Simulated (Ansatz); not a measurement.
Basis-set extrapolation for C₂H₉OPSi (`C[Si](C)(O)P`) (PBE0-D4/def2-TZVP geometry, frozen core, Ansatz 0.2.0). Multiplicity 1, RHF reference.

```
                      def2-TZVPP   def2-QZVPP
                 HF  -785.678868  -785.705351
    MP2 correlation    -0.880483    -0.944601
CCSD(T) correlation    -0.976173      not run
```

Energies in hartree. Use E(X) = E(∞) + A·exp(−7.88·√X) for Hartree–Fock and E(X) = E(∞) + B·X^(−2.97) for correlation, with X = 3 and 4, and add CCSD(T) minus MP2 of the smaller set to the MP2 limit.

Question: What is the CCSD(T) energy at the basis-set limit?

Answer: HF limit: -785.705351 + (-0.026483) × 0.13774 = -785.70900. MP2 limit: -0.944601 + (-0.064118) × 0.74074 = -0.99210. Higher-order term: -0.976173 − (-0.880483) = -0.09569. Total: -786.79679 hartree, 372.2 kJ/mol below CCSD(T)/def2-TZVPP.
